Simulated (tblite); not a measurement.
Species: C6H11AlO3.
SMILES with atom numbers: `[CH3:1][CH:2]([CH3:3])[O:4][C:5]1=[CH:6][O:7][AlH2-:8][O+:9]=[CH:10]1` (hydrogens: H11, H12, H13 on C1; H14 on C2; H15, H16, H17 on C3; H18 on C6; H19, H20 on Al8; H21 on C10)

Geometry (GFN2-xTB, Å), atoms numbered from 1 in this order:
```xyz
21
C6H11AlO3 angstrom
C     -2.782   -0.027    1.272
C     -1.552   -0.457    0.480
C     -1.885   -0.643   -0.999
O     -0.592    0.582    0.671
C      0.690    0.418    0.224
C      1.465    1.586    0.199
O      2.679    1.637   -0.146
Al     3.819    0.336   -0.743
O      2.493   -0.876   -0.535
C      1.283   -0.786   -0.139
H     -3.163    0.910    0.878
H     -2.519    0.117    2.316
H     -3.554   -0.787    1.200
H     -1.167   -1.397    0.901
H     -2.612   -1.441   -1.116
H     -0.995   -0.891   -1.574
H     -2.305    0.278   -1.397
H      0.976    2.514    0.521
H      4.912    0.092    0.315
H      4.079    0.576   -2.243
H      0.719   -1.724   -0.088
```

Method: GFN2-xTB as coded in tblite; computed harmonic values from a numerical Hessian at the method's own geometry, unscaled. This tight-binding method is rough: wavenumbers can miss measured ones by several per cent, in bad cases by 10 to 20. Modes of hydrogen on aluminium can be 10 to 20 % off. One conformer, not necessarily the lowest.

Harmonic wavenumbers (cm⁻¹): 29.0, 67.2, 106.8, 134.1, 168.0, 210.7, 217.3, 256.1, 279.4, 317.0, 337.7, 351.7, 369.3, 375.3, 451.7, 464.5, 470.4, 484.2, 500.5, 508.3, 710.4, 799.0, 810.3, 877.2, 921.2, 938.3, 943.5, 974.5, 980.3, 1135.4, 1155.9, 1173.9, 1224.7, 1273.0, 1303.8, 1322.2, 1334.5, 1358.3, 1395.2, 1408.3, 1438.6, 1470.0, 1483.0, 1484.9, 1498.0, 1637.2, 1800.9, 1807.9, 2864.9, 2900.5, 2910.8, 3039.0, 3048.2, 3049.7, 3055.1, 3056.6, 3058.5.

A = 3059, B = 579.4, C = 526.1 MHz; mass 158.052 u (most abundant isotopes); point group C1, symmetry number 1.

Question: Zero-point energy?

Answer: Half the sum of the wavenumbers: 33871 cm⁻¹ = 96.84 kcal/mol.

Question: Entropy at 273.15 K, 1 bar (ideal gas, RRHO, classical rotation)?

Answer: Translation 40.67, rotation 29.96, vibration 34.68: S = 105.3 cal/(mol K).

Question: And Cp and H(273.15 K) − H(0)?

Answer: Cp = 44.69 cal/(mol K), of which vibrations give 36.74 (their classical limit is 57 R = 113.3); H(273.15 K) − H(0) = 7.28 kcal/mol without the zero-point energy, 5.10 from vibrations.

Question: Blend soft modes into free rotors: weight 1/[1 + (100 cm⁻¹/ν̃)⁴] for the oscillator and the rest for a rotor with moment μB/(μ + B), μ = h/(8π²ν), B = 10⁻⁴⁴ kg m². What vibrational entropy results?

Answer: 32.01 cal/(mol K) in place of 34.68, which changes −T·S at 273.15 K by +0.73 kcal/mol.

Question: Which modes carry the vibrational entropy at 273.15 K?

Answer: 29.0 cm⁻¹: 5.72; 67.2 cm⁻¹: 4.06; 106.8 cm⁻¹: 3.16; 134.1 cm⁻¹: 2.72; 168.0 cm⁻¹: 2.29; 210.7 cm⁻¹: 1.88 cal/(mol K); the other 51 give 14.85 together.

Hindered rotation and anharmonicity are outside this model. Other conformers, if any are populated, would add a mixing term that is left out. The structure is chiral; the term R ln 2 for an equal mix with its mirror image is left out.
